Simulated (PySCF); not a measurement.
Compound: C₄H₃FO₂S (charge -1 and doublet state).
Numbering: `[OH:1][C:2]1=[C:3]([OH:4])[S:5][C:6]([F:7])[CH-:8]1` (hydrogens: H9 on O1; H10 on O4; H11 on C8)

Geometry (GFN2-xTB, Å), atoms numbered from 1 in this order:
```xyz
11
C4H3FO2S angstrom
O     -1.050    1.817   -0.314
C     -0.216    0.699   -0.304
C     -0.725   -0.582   -0.208
O     -2.076   -0.899   -0.447
S      0.527   -1.827   -0.385
C      1.756   -0.498   -0.552
F      3.011   -0.777    0.006
C      1.167    0.752   -0.260
H     -1.942    1.459   -0.382
H     -2.191   -1.794   -0.114
H      1.744    1.652   -0.141
```

The hyperfine couplings belong to this conformer and change with its torsions.

Method: UKS B3LYP, pcH-1 on C F H O S, non-relativistic, mean-field spin-orbit, GIAO (PySCF). Whether the extra electron is bound in the gas phase wasn't checked; a finite basis holds it in any case. Couplings are sensitive to structure, and on GFN2-xTB geometries they can be far from those on DFT ones, by a factor of two or more for some ions and for spin on atoms past the first row. No stability test was run, so a lower SCF solution isn't excluded.

Computed for the main isotopes (class means, splittings of 0.05 mT or more): g = 2.0043; F7 19F +395.2 MHz (14.09 mT); H11 1H -14.5 MHz (0.52 mT); H10 1H +13.5 MHz (0.48 mT); 8 first-order lines, 15.08 mT wide.

(1) What changes when 1H at H10 is replaced by 2H?

(2) Give position and intensity of the satellites from 13C at C6.

(3) Where do the 13C satellites of C3 appear, and how strong are they?

(4) Where do the 33S satellites of S5 appear, and how strong are they?

Answers

(1) At a fixed geometry a is proportional to g_N: 0.85744/5.58569 = 0.1535, so a goes from +13.5 to +2.1 MHz (0.074 mT). The spin goes from 1/2 to 1, so the 1:1 doublet becomes a 1:1:1 triplet. The spectrum then has 12 first-order lines over 14.75 mT.

Lines, offset from centre (mT) (relative intensity): -7.38 (1), -7.30 (1), -7.23 (1), -6.86 (1), -6.78 (1), -6.71 (1), +6.71 (1), +6.78 (1), +6.86 (1), +7.23 (1), +7.30 (1), +7.38 (1)

(2) a = +381.6 MHz, or 13.60 mT in magnitude, and I = 1/2, so to first order each main line has two satellites, at ±6.80 mT. The isotope's abundance is about 1.07 %, shared among 2 lines, so each has 0.54 % of the main line's intensity. At 340 mT second-order shifts move them to lower field by up to 0.14 mT.

(3) a = +48.3 MHz, or 1.72 mT in magnitude, and I = 1/2, so to first order each main line has two satellites, at ±0.86 mT. The isotope's abundance is about 1.07 %, shared among 2 lines, so each has 0.54 % of the main line's intensity.

(4) a = +35.5 MHz, or 1.27 mT in magnitude, and I = 3/2, so to first order each main line has four satellites, at ±0.63, ±1.90 mT. The isotope's abundance is about 0.76 %, shared among 4 lines, so each has 0.19 % of the main line's intensity.
